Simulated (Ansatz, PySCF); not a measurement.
This PySCF input computes a CAM-B3LYP/def2-TZVPD energy:

```python
from pyscf import gto, scf, dft

mol = gto.M(
    atom='''
    Ge   -0.00000000   -0.00000000   -0.67615959
    S     0.00000000    0.00000000    1.35231918
    ''',
    basis='def2-tzvpd',
    charge=0,
    spin=0,
    verbose=4,
)

mf = dft.RKS(mol, xc='camb3lyp').density_fit(auxbasis='def2-universal-jkfit')
mf.grids.level = 3
mf.conv_tol = 1e-9
mf.max_cycle = 100
mf.max_memory = 1500
mf.kernel()
if not mf.converged:
    mf = mf.newton()
    mf.kernel(mf.make_rdm1())
mf.analyze()
```

Question: Write an input for the same energy in Ansatz (a program for electronic structure) and say what it gives.

Answer: 
Ansatz 0.2 input:
```yaml
crystal:
  periodic: [false, false, false]
  atoms:
    - {symbol: Ge, position_ang: [-0.00000000, -0.00000000, -0.67615959]}
    - {symbol: S, position_ang: [0.00000000, 0.00000000, 1.35231918]}
basis:
  gaussian:
    orbitals: def2-TZVPD
hamiltonian:
  xc: {name: CAM-B3LYP}
output: {forces: true}
```
It gives -2475.36840 Eh, and PySCF -2475.36845 Eh, a difference of 0.05 mEh, from the treatment of integrals and grids.
